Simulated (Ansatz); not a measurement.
S₇⁻. Total charge -1; doublet. Geometry r2SCAN-D4/def2-SVPD; atoms count from 1.

Cartesian coordinates in Å:
```
S 0.3715 -0.7096 -1.0370
S -1.9856 1.2350 0.2662
S 0.1637 -0.5774 2.2755
S -0.3677 1.3829 1.6404
S -1.2762 1.1699 -1.6421
S 1.4323 -1.1934 -2.6077
S 1.6621 -1.3075 1.1046
```

Another isomer (doublet) lies 0.39 eV lower at PBE0-D4/def2-TZVPD; other spin states weren't run for this one.

**Question.** Estimate the Mulliken populations from the PBE0/def2-TZVPD orbitals of Ansatz.

**Answer.** 
| atom | charge (e) | spin (α − β) |
| --- | --- | --- |
| S1 | 0.34 | 0.43 |
| S2 | -0.08 | 0.00 |
| S3 | -0.08 | 0.00 |
| S4 | -0.14 | 0.03 |
| S5 | -0.33 | 0.01 |
| S6 | -0.38 | 0.52 |
| S7 | -0.33 | 0.01 |
Mulliken values and Mayer orders depend strongly on the basis. With diffuse functions, as here, like atoms can get unlike values, and bond orders can come out too low or too high.

**Question.** Where does the spin sit?

**Answer.** Summed by element: S 1.00, of 1 unpaired in all. Largest on single atoms: S6 0.52, S1 0.43, S4 0.03.

**Question.** And the Mayer bond orders between bonded heavy atoms (over 0.3)?

**Answer.** S1–S6 1.57 (1.96 Å); S2–S4 1.02 (2.13 Å); S2–S5 1.18 (2.04 Å); S3–S4 1.02 (2.13 Å); S3–S7 1.18 (2.04 Å). Values over 0.3 also appear between atoms too far apart for a bond (S1–S5 0.42 at 2.57 Å; S1–S7 0.42 at 2.57 Å); they arise where an orbital or an unpaired electron spreads over both atoms.
